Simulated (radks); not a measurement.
Question: Valence configurations of Cu (all share [Ar]). Calculated with a radial shooting solver on a logarithmic mesh with Libxc functionals: non-relativistic Kohn-Sham, PBE, spin-polarised, spherical densities, point nucleus; open shells are filled with parallel spins first. Order these by energy: 3d9 4p2; 3d7 4s2 4p2; 3d8 4s1 4p2; 3d6 4s1 4p4; 3d10 4p1; 3d9 4s1 4p1; 3d9.5 4s1 4p0.5; 3d9 4s2; 3d10 4s1; 3d7 4s1 4p3.

Answer: From the lowest, in eV above it: 3d10 4s1 0.000; 3d9 4s2 2.376; 3d9.5 4s1 4p0.5 2.545; 3d10 4p1 4.009; 3d9 4s1 4p1 6.163; 3d9 4p2 11.226; 3d8 4s1 4p2 17.017; 3d7 4s2 4p2 29.355; 3d7 4s1 4p3 33.264; 3d6 4s1 4p4 58.734. NIST lists [Ar] 3d10 4s1 as the ground configuration; this level of theory agrees among the configurations tried. The energies are those of spherical high-spin densities, not of single terms.
